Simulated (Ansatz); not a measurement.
# Scan of the C1–I2 bond length

CH₃I (SMILES CI), closed shell, at its PBE0-D4/def2-TZVP minimum:

```tsv
atom	x (Å)	y (Å)	z (Å)
C1	-0.0342	-0.1776	0.1448
I2	0.3778	1.3437	-1.2865
H3	0.7709	-0.9041	0.0947
H4	-0.0780	0.2929	1.1223
H5	-0.9866	-0.6285	-0.1166
```

The bond length C1–I2 (2.129 Å at the minimum) is set to the values below, the two halves moving rigidly along the bond. Each method's energies count from its own value at the PBE0-D4 minimum structure. Computed with Ansatz 0.2.0 (basis: def2-TZVPP); correlated methods freeze the cores. Filled d shells of the heavier atoms are correlated. Core potentials replace the inner electrons of the atoms past krypton. The def2 sets are not built for correlating such inner shells, so the correlated values are less sure here. B3LYP uses VWN-RPA correlation.

| bond length (Å) | CCSD(T) (eV) | PBE0-D4 (eV) |
| --- | --- | --- |
| 1.746 | ? | 2.102 |
| 1.836 | ? | 1.059 |
| 1.967 | 0.277 | 0.263 |
| 2.121 | 0.001 | 0.000 |
| 2.291 | ? | 0.167 |
| 2.474 | 0.557 | 0.595 |
| 2.669 | 1.070 | 1.150 |
| 2.873 | 1.585 | 1.735 |
| 3.087 | 2.035 | 2.299 |

Fill in the withheld CCSD(T) values. (An estimate is asked for; the value comes from the calculation.)

Computed: 2.154 eV at 1.746 Å; 1.091 eV at 1.836 Å; 0.153 eV at 2.291 Å. These count from the CCSD(T) energy at the PBE0-D4 minimum.

Minimum and curvature along this coordinate at CCSD(T): A fifth-order fit through the nearest points gives 2.133 Å, with a curvature of about 15 eV/Å².

Treat the two halves as rigid bodies and work out the harmonic wavenumber of this stretch from that curvature (ν̃ = 521.5 √(k/μ) cm⁻¹ with k in eV/Å² and μ in u).

The halves weigh 15.04 and 126.90 u, so μ = 15.04 × 126.90/141.94 = 13.446 u and ν̃ = 521.5 √(15/13.446) ≈ 550 cm⁻¹. A true normal mode mixes in other motions, so this is a guide only.

Largest difference from the CCSD(T) curve over the scan: PBE-D4 0.105; r2SCAN-D4 0.077; B3LYP-D4 0.106; wB97M-V 0.405 eV. Each curve counts from its own value at the minimum.

T1 diagnostic: at most 0.028. The T1 diagnostic is large here, which may signal multireference character or strong orbital relaxation, so CCSD(T) is less sure. The restricted Hartree–Fock reference is unstable towards an unrestricted one here. A large double-excitation amplitude points to some diradical character; no triplet was computed.

For scale, one of the runs: CCSD(T)/def2-TZVPP, 123 basis functions (an equivalent command: `ansatz run in.yaml --threads 2`). Time: 6 s of wall clock on 2 CPU threads; the host was shared. Peak host memory: 0.72 GiB.
